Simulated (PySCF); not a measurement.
1,1,1,2-tetrafluoroethane (C2H2F4), SMILES FC(F)(CF)F. Geometry: PBE0-D3(BJ)/def2-SVP.

Method: PySCF 2.14.0 with PBE0-D3(BJ)/def2-SVP.

Harmonic wavenumbers (cm⁻¹): 105, 216, 357, 420, 544, 561, 681, 873, 990, 1174, 1230, 1248, 1336, 1342, 1470, 1481, 3087, 3158. Rotational constants (GHz): 5.387, 2.817, 2.777; symmetry number 1.

Work out the zero-point energy and the ideal-gas rigid-rotor harmonic-oscillator thermochemistry at 298.15 K and 1 atm.

ZPE = ½ Σ hcν = ½ × 20275 cm⁻¹ = 121.27 kJ/mol. H − E(el) = 137.95 kJ/mol. Entropy in J/(mol K): translation 166.43, rotation 110.61, vibration 38.59, total 315.63. G − E(el) = 43.85 kJ/mol. Cp = 82.70 J/(mol K). Modes under 150 cm⁻¹ make the vibrational entropy uncertain.
